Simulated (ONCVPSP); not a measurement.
# Building the ONCV potential for Bi (LDA (Perdew-Wang 92), scalar-relativistic).

ONCVPSP 4.0.1 input, shortened (lines: element, Z, core and valence counts, functional; n l f; lmax; l rc ep ncon nbas qcut; lloc lpopt rc5 dvloc0; l nproj debl; icmod fcfact rcfact), LDA (Perdew-Wang 92), scalar-relativistic:

```
  Bi 83.00   10    5  -001012      upf
    1    0    2.00
    2    0    2.00
    2    1    6.00
    3    0    2.00
    3    1    6.00
    3    2   10.00
    4    0    2.00
    4    1    6.00
    4    2   10.00
    4    3   14.00
    5    0    2.00
    5    1    6.00
    5    2   10.00
    6    0    2.00
    6    1    3.00
    2
    0    1.60    0.00    4    9    7.70
    1    1.30    0.00    3    6    8.50
    2    1.95    0.00    5    9    7.60
    4    5    0.90    4.00
    0    2    0.70
    1    2    3.40
    2    1    1.80
    1    0.30    0.00
```

Q: Estimate the cutoffs (Ha) at which the residual kinetic energy of the hardest occupied pseudo-wave falls to 1 and 0.1 mHa per electron.

A: 28 Ha and 35 Ha.

Q: What does a ghost test show?

A: No bound ghost flagged; GHOST(+) flagged for s at 43.6 eV.

Q: Which valence shell sets the plane-wave cutoff?

A: 5p: 28 Ha for 1 mHa per electron, against 23 Ha for 5d.

Q: Tests: 5s2 5p6 5d10 6s2 6p2; 5s2 5p6 5d10 6s2 6p1; 5s2 5p6 5d10 6s2 6p0; 5s2 5p5 5d10 6s2 6p3. Which has the largest error in its energy relative to the reference configuration, and how large is it?

A: 5s2 5p5 5d10 6s2 6p3, with -195 meV (all-electron minus pseudo) on +103.34 eV.
